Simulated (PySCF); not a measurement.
**From computed data to an observable: dipole moment from atomic charges**

Li(Me) (CH₃Li), SMILES [CH3][Li]. Atoms are numbered in the order given.

```xyz
5

Li     0.0000     0.0000    -1.5818
C      0.0000     0.0000     0.3870
H      0.8782     0.5071     0.8078
H      0.0000    -1.0141     0.8078
H     -0.8782     0.5071     0.8078
```
Charge 0, spin multiplicity 1.

Coordinates come from a B3LYP-D3(BJ)/def2-TZVPD optimisation. The isomer is the one that the SMILES or the coordinates give; other isomers of the formula were not compared.

Charges (e) from PySCF with PBE/def2-TZVPD:

```csv
atom,ESP fit,IAO
Li1,0.755,0.698
C2,-1.684,-1.048
H3,0.310,0.116
H4,0.308,0.116
H5,0.310,0.116
```

The dipole moment of the full density is 5.40 D.

Task: What dipole moment does each set of point charges give, and which comes closer to that of the density?

Result: 
μ = Σ q r, and 1 e Å = 4.8032 D.
ESP fit: Σ q r = (0.000, 0.002, -1.096) e Å, |μ| = 5.27 D.
IAO: Σ q r = (0.000, 0.000, -1.229) e Å, |μ| = 5.90 D.
ESP fit comes closer in size. Point charges leave out the atoms' own dipoles (lone pairs, polarised bonds); fits to the potential absorb them, partitions of the density don't.
